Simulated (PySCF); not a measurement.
Te(F)(GeH3) (FGeH3Te), SMILES F[Te][GeH3].

Geometry optimised at PBE0-D3(BJ)/def2-SVP. The def2 effective core potentials stand for the cores of Te; spin–orbit coupling is left out.

Computed with PySCF with CAM-B3LYP/def2-TZVPD.

Symmetry labels are those of the subgroup Cs that the program uses (full group Cs).

Computed valence orbital energies around the gap with their symmetry:
```tsv
orbital	symmetry	energy (eV)
HOMO−7	A'	-17.25
HOMO−6	A'	-13.44
HOMO−5	A'	-13.17
HOMO−4	A"	-13.07
HOMO−3	A'	-11.67
HOMO−2	A"	-11.65
HOMO−1	A'	-9.65
HOMO	A"	-7.83
LUMO	A'	-1.61
LUMO+1	A'	-0.18
LUMO+2	A'	0.59
LUMO+3	A"	1.03
```
